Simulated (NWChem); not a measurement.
Correlation energy of Cl₂Se

```
Se
Cl 1 2.1982
Cl 1 2.1982 2 102.60
```
Charge 0, spin multiplicity 1.

All runs are NWChem calculations. Structure: optimised with B3LYP/def2-SVP, a minimum by its harmonic frequencies.

Basis set: def2-SVP. Each correlation energy counts from its own Hartree-Fock reference.

The Hamiltonian is non-relativistic. The correlated methods keep 19 core orbitals frozen. The structure started from a generated list of species. No row is a measurement; the coupled-cluster row has its own basis-set and correlation limits.

Q: Order these methods by the correlation energy they give, lowest first: MP2, SCS-MP2, CR-CCSD[T], CCSD, CCSD+T(CCSD).

A: CCSD+T(CCSD) (-535.4 mHa), CR-CCSD[T] (-532.0 mHa), CCSD (-521.0 mHa), MP2 (-494.2 mHa), SCS-MP2 (-469.7 mHa)
